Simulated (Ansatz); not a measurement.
Start from `O[Si](O)(O)F` and change one atom or group to get `O[Si](O)(F)[SiH2]F`.

Ansatz, PBE0-D4/def2-TZVP geometries, multiplicity 1. Each molecule was computed in one conformer, which needn't be the lowest.

```csv
property,`O[Si](O)(O)F`
LUMO energy (PBE0/def2-TZVPP) / eV,0.38
HOMO–LUMO gap (ωB97M-V/def2-TZVPP) / eV,14.14
LUMO energy (PBE/def2-TZVPP) / eV,-0.53
HOMO–LUMO gap (PBE0/def2-TZVPP) / eV,10.15
HOMO energy (ωB97M-V/def2-TZVPP) / eV,-12.27
HOMO energy (B3LYP/def2-TZVPP) / eV,-9.47
```

Give the same properties after the change, and the shifts. (Estimate.)

Computed: 
| property | `O[Si](O)(F)[SiH2]F` | shift |
| --- | --- | --- |
| LUMO energy (PBE0/def2-TZVPP) / eV | -0.71 | -1.09 |
| HOMO–LUMO gap (ωB97M-V/def2-TZVPP) / eV | 11.62 | -2.52 |
| LUMO energy (PBE/def2-TZVPP) / eV | -1.59 | -1.06 |
| HOMO–LUMO gap (PBE0/def2-TZVPP) / eV | 7.74 | -2.41 |
| HOMO energy (ωB97M-V/def2-TZVPP) / eV | -10.56 | 1.71 |
| HOMO energy (B3LYP/def2-TZVPP) / eV | -8.26 | 1.21 |

With PBE0 the HOMO rises by 1.31 eV and the LUMO falls by 1.09 eV, so the gap narrows by about 2.40 eV. PBE moves the HOMO by 0.81 eV and ωB97M-V by 1.71 eV. The zero-point energy changes by 16.0 kJ/mol with +6 modes.

B3LYP here is the variant with VWN-RPA as its local correlation; programs differ in this.
